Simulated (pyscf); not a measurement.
**O=Ru(=O)(=O)=O, singlet**

Gas-phase minimum from PySCF at ωB97X-D3(BJ)/def2-SVP, one conformer. 

```xyz
5

O      0.6865     1.9207    -0.4658
Ru     0.2655     0.3201    -0.4049
O      0.7206    -0.3157     1.0551
O     -1.3744     0.1735    -0.5839
O      1.0296    -0.4980    -1.6253
```

Bonds (Å): O1–Ru2 1.656, Ru2–O3 1.656, Ru2–O4 1.656, Ru2–O5 1.656. Bond angles (°): O1–Ru2–O3 109.5, O1–Ru2–O4 109.5, O1–Ru2–O5 109.5, O3–Ru2–O4 109.5, O3–Ru2–O5 109.5, O4–Ru2–O5 109.5.

Properties at ωB97X-D3(BJ)/def2-SVP:

```yaml
harmonic_wavenumbers_unscaled: 357, 357, 374, 375, 375, 1043, 1049, 1049, 1049 cm⁻¹
zero_point_energy: 8.6 kcal/mol
rotational_symmetry_number: 12
Entropy of this conformer at 298 K and 1 atm, rigid rotor and harmonic oscillator, modes under 100 cm⁻¹ raised to 100: 283.8 J/(mol K)
dipole_moment: 0.00 D
```

Single-point totals, which compare only within one level:

```csv
level,total energy (hartree)
ωB97X-D3(BJ)/def2-TZVP,-395.87729
PBE/def2-TZVP,-395.68338
r²SCAN/def2-TZVP,-395.82971
B3LYP-D3(BJ)/def2-TZVP,-395.90381
PBE0-D3(BJ)/def2-TZVP,-395.53032
M06-2X/def2-TZVP,-395.54377
ωB97M-D3(BJ)/def2-TZVP,-395.84765
```

Elements past Kr carry the def2 core potentials, without spin-orbit coupling.
